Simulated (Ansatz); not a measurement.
One change: `C[Si](F)(F)[O][AlH2]` becomes `[CH3][GeH2][NH][Si](C)(F)F`.

Ansatz, PBE0-D4/def2-TZVP geometries, multiplicity 1. Each molecule was computed in one conformer, which needn't be the lowest.

Scalar relativity is left out up to krypton.

```tsv
property	`C[Si](F)(F)[O][AlH2]`
HOMO energy (PBE0/def2-TZVPP) / eV	-8.59
LUMO energy (ωB97M-V/def2-TZVPP) / eV	0.25
HOMO energy (PBE/def2-TZVPP) / eV	-7.26
LUMO energy (PBE0/def2-TZVPP) / eV	-1.34
HOMO energy (B3LYP/def2-TZVPP) / eV	-8.41
HOMO–LUMO gap (PBE/def2-TZVPP) / eV	5.14
```

(1) Give the same properties after the change, and the shifts. (Estimate.)

## Answers

(1) The calculation gave: 
| property | `[CH3][GeH2][NH][Si](C)(F)F` | shift |
| --- | --- | --- |
| HOMO energy (PBE0/def2-TZVPP) / eV | -7.69 | 0.90 |
| LUMO energy (ωB97M-V/def2-TZVPP) / eV | 2.03 | 1.78 |
| HOMO energy (PBE/def2-TZVPP) / eV | -6.29 | 0.97 |
| LUMO energy (PBE0/def2-TZVPP) / eV | 0.48 | 1.82 |
| HOMO energy (B3LYP/def2-TZVPP) / eV | -7.45 | 0.96 |
| HOMO–LUMO gap (PBE/def2-TZVPP) / eV | 5.95 | 0.81 |

With PBE0 the HOMO rises by 0.90 eV and the LUMO rises by 1.82 eV, so the gap widens by about 0.92 eV. PBE moves the HOMO by 0.97 eV and ωB97M-V by 0.81 eV.

B3LYP here is the variant with VWN-RPA as its local correlation; programs differ in this.
